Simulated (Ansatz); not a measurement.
Total energies of Al₈As₈H₂₂, a nanocrystal cut from wurtzite AlAs (hydrogen-capped) from Ansatz at PBE-D4/def2-SVP, gas phase (1 Eh = 27.2114 eV = 2625.5 kJ/mol). The reference geometry is relaxed at PBE-D4/def2-SVP.

```xyz
38

Al    4.575   -0.974   -0.936
As    3.165   -0.475   -3.013
As    2.629   -0.974    0.664
Al    1.567    1.261    0.911
Al    0.672   -0.197   -2.986
As    0.307    1.544   -1.244
As   -0.234    1.172    2.622
Al   -1.288    3.415    3.072
Al   -2.148    1.916   -1.057
As   -2.332    3.650    0.747
Al    1.108   -2.870    0.189
As   -0.195   -2.207   -1.824
As   -0.605   -2.649    2.019
Al   -1.977   -0.558    2.299
Al   -2.701   -2.257   -1.475
As   -2.863   -0.208    0.000
H     5.503    0.309   -0.701
H     5.121   -2.468   -1.126
H     3.720    0.748   -3.735
H     3.471   -1.494   -4.106
H     3.217   -1.283    2.040
H     2.613    2.447    1.141
H     0.051    0.129   -4.419
H     0.852    2.831   -1.857
H     0.473    0.773    3.916
H    -0.171    4.556    3.183
H    -2.516    3.243    4.086
H    -2.882    2.327   -2.414
H    -1.898    4.967    0.113
H    -3.815    3.981    0.874
H     1.768   -4.323    0.146
H     0.091   -3.347   -2.799
H     0.116   -2.895    3.342
H    -1.510   -3.875    2.038
H    -3.070   -0.698    3.454
H    -3.443   -1.978   -2.866
H    -3.012   -3.527   -0.538
H    -4.358   -0.012    0.243
```

```csv
state,geometry,energy (Eh)
charge 0 singlet,reference,-19833.52732
charge 1 doublet,reference,-19833.24015
charge -1 doublet,reference,-19833.55922
free Al atom (doublet),–,-242.14160
free As atom (quartet),–,-2235.19489
free H atom (doublet),–,-0.49863
```

Single mean-field runs in def2-SVP are fitted with def2-universal-jkfit.

**Question.** Work out the vertical ionisation energy to the doublet.

**Answer.** E(charge 1 doublet) − E(charge 0 singlet) = -19833.24015 − (-19833.52732) = 0.28717 Eh = 7.81 eV. For comparison, −ε of the highest occupied level is 6.21 eV at this level, 1.60 eV less.

**Question.** Work out the vertical electron affinity, to the doublet.

**Answer.** E(charge 0 singlet) − E(charge -1 doublet) = -19833.52732 − (-19833.55922) = 0.03190 Eh = 0.87 eV. The basis lacks diffuse functions, which makes affinities too small.

**Question.** Give the fundamental gap IE − EA, the Mulliken electronegativity (IE + EA)/2 and the hardness (IE − EA)/2.

**Answer.** From the values in Eh: IE − EA = 0.28717 − 0.03190 = 0.25527 Eh = 6.95 eV; (IE + EA)/2 = 4.34 eV; (IE − EA)/2 = 3.47 eV. The HOMO–LUMO gap of the same run is 3.96 eV, 2.99 eV smaller than the fundamental gap.

**Question.** What is the binding energy per atom against free atoms?

**Answer.** Atoms: 8 × (-242.14160) + 8 × (-2235.19489) + 22 × (-0.49863) = -19829.66178 Eh. Binding: -19829.66178 − (-19833.52732) = 3.86554 Eh = 105.19 eV, or 2.77 eV for each of 38 atoms (no zero-point energy, no counterpoise term).

At PBE-D4/def2-SVP the gap within one spin of the charge 1 doublet nearly closes, so an electron or hole may be smeared out by delocalisation error. At PBE-D4/def2-SVP the gap within one spin of the charge -1 doublet nearly closes, so an electron or hole may be smeared out by delocalisation error. At PBE-D4/def2-SVP the highest occupied level of the charge -1 doublet lies above zero (up to 0.65 eV). By energy differences its removal costs 0.87 eV (vertical, to the charge 0 singlet, at PBE-D4/def2-SVP); self-interaction error and the lack of diffuse functions both raise the level.
